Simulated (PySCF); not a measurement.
# Correlation energy of Zn⁺ (zinc, charge +1)

[Ar] 3d9 4s1 4p1, one real determinant (an excited configuration). Calculation: PySCF 2.14, in x2c-TZVPPall (6s5p4d2f1g, 64 functions); scalar relativity by spin-free X2C-1e. Frozen: [Ne]; 19 electrons correlated.

MP2 pair energies summed by pair of shells (mhartree):

```csv
pair,energy,share (%)
3d-3d,-316.29,47.2
3p-3d,-197.44,29.5
3p-3p,-46.32,6.9
3s-3d,-42.90,6.4
3s-3p,-22.21,3.3
3d-4s,-20.10,3.0
3d-4p,-11.84,1.8
3p-4s,-4.01,0.6
3s-3s,-3.60,0.5
3p-4p,-2.26,0.3
4s-4p,-1.93,0.3
3s-4s,-0.45,0.1
3s-4p,-0.28,0.0
```

Total MP2 correlation energy: -669.65 mhartree.

Same-spin part -226.46 and opposite-spin part -443.19 mhartree; SCS-MP2 scales them by 1/3 and 6/5 to -607.31 mhartree.

The basis was made for the ground configuration and has no added diffuse functions, which can raise the energy of the promoted electron.

The reference is one real determinant that mixes LS terms of this configuration.

This basis was not built for core-valence correlation, so the inner-shell part is incomplete.
